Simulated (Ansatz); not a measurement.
A structure relaxed at PBE0-D4/def2-TZVP, charge 0, multiplicity 1:

```xyz
12

C    -1.997   -0.286   -1.006
C    -1.624    0.465    0.030
Ga    0.231    0.466    0.643
O     0.677    1.496    2.044
Si    2.061   -0.788   -0.280
H    -3.020   -0.311   -1.374
H    -1.292   -0.918   -1.542
H    -2.385    1.072    0.518
H    -0.052    1.998    2.415
H     2.644   -1.697    0.745
H     1.623   -1.622   -1.434
H     3.134    0.126   -0.758
```

(1) Give its formula and SMILES.

(2) Point group (tolerance 0.08 Å, 0.16 Å for H)?

(3) Summarise the bond lengths by kind.

Answers

(1) C2H7GaOSi, `C=[CH][Ga]([OH])[SiH3]`.

(2) Cs.

(3) 1 × C–C 1.333 Å; 3 × C–H 1.088 to 1.089 Å; 1 × C–Ga 1.953 Å; 1 × Ga–O 1.796 Å; 1 × Ga–Si 2.403 Å; 1 × H–O 0.959 Å; 3 × H–Si 1.488 to 1.489 Å.

Computed with Ansatz.
